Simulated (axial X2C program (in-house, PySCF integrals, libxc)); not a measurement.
PBr⁺: cheaper levels and CCSD(T), two-component

All values were computed with an in-house relativistic program for diatomic molecules. Two-component (2c) means X2C with spin–orbit coupling and atomic mean-field two-electron Coulomb and Gaunt terms. Basis: Br dyall-cv3z [8s9p6d4f1g], P dyall-v3z [8s7p2d1f] (cores contracted in-house); Gaussian nuclei, density fitting, unrestricted open shells. Masses: Br 78.918 u, P 30.974 u.

State: Ω = 1/2 (⟨Sz⟩ = -0.50, ⟨Lz⟩ = 1.00 at HF); fragments Br + P+.

```json
{"level": "HF", "Re (Å)": "2.053", "ωe (cm⁻¹)": "561.2", "De (eV)": "2.19"}
{"level": "CCSD", "Re (Å)": "2.063", "ωe (cm⁻¹)": "550.1", "De (eV)": "3.71"}
{"level": "PW91", "Re (Å)": "2.086", "ωe (cm⁻¹)": "512.5", "De (eV)": "4.69"}
```

Correlated methods: 11 electrons correlated (number of frozen shells: Br 3 s, 2 p, 1 d; P 2 s, 1 p), 183 virtual spin orbitals or spinors in MP2, 90 natural virtuals in coupled cluster.

CCSD(T), same Hamiltonian and basis:

Re = 2.072 Å, ωe = 537.3 cm⁻¹, De = 3.96 eV; T1 = 0.028 (Lee–Taylor normalisation).

**Question.** Give the differences from CCSD(T) in the columns below.

**Answer.** 

```tsv
level	ΔRe (Å)	Δωe (cm⁻¹)	ΔDe (eV)
HF	-0.019	24	-1.77
CCSD	-0.009	13	-0.25
PW91	0.014	-25	0.73
```

One determinant describes the state; a PBE0 search over occupations chose it and may have missed a lower one. De is counted from the lowest determinant-based energies of the atoms at the same level, without counterpoise correction. Density functionals use the spin component along the axis (collinear). CCSD and (T) use frozen natural virtuals with an MP2 correction for the truncation; (T) itself is uncorrected, so its De runs slightly low. In 2c an atomic determinant is not the ground J level, so De misses part of the atomic spin–orbit lowering. This holds for CCSD, PW91, CCSD(T). The functionals have no current-density term, which raises determinants with orbital currents, atoms included. Some points did not converge and are left out.
